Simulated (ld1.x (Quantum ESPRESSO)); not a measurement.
# u(r) = r·R(r): atom against pseudo-atom (Te (Z = 52))

Columns: radius, all-electron u(r) and pseudo u(r) of the 5s shell (level -32.71 eV) of tellurium in the configuration [Kr] 4d10 5s2 5p2; PBE, scalar-relativistic, TM scheme, ld1.x (Quantum ESPRESSO) 7.5.

```csv
r (bohr),all-electron,pseudo
0.098,-0.1611,0.1144
0.195,0.2251,0.2079
0.292,0.2169,0.2669
0.390,-0.0695,0.2871
0.488,-0.3222,0.2761
0.585,-0.4239,0.2514
0.682,-0.3844,0.2294
0.780,-0.2489,0.2216
0.878,-0.0664,0.2366
0.975,0.1245,0.2807
1.072,0.3033,0.3596
1.170,0.4599,0.4700
1.268,0.5874,0.5877
1.365,0.6844,0.6844
1.463,0.7546,0.7546
1.560,0.8000,0.8000
1.658,0.8249,0.8249
1.755,0.8322,0.8322
1.852,0.8255,0.8255
1.950,0.8074,0.8074
2.047,0.7809,0.7809
2.145,0.7477,0.7477
2.242,0.7102,0.7102
2.340,0.6693,0.6693
2.438,0.6268,0.6268
2.535,0.5841,0.5841
```

(1) How many radial nodes do the two functions have?

(2) At about which radius was the pseudo-wave matched?

(3) Is the pseudo-wave norm-conserving?

Answers

(1) The all-electron 5s function has n − l − 1 = 4 (the table is too coarse to show those close to the nucleus); the pseudo-wave has 0, since the states of the same l below it are removed with the core.

(2) 1.35 bohr, where the columns begin to agree (steps of 0.10 bohr).

(3) Yes: the TM scheme keeps the norm inside the radius equal to the all-electron one, which fixes the energy derivative of the logarithmic derivative at the level.
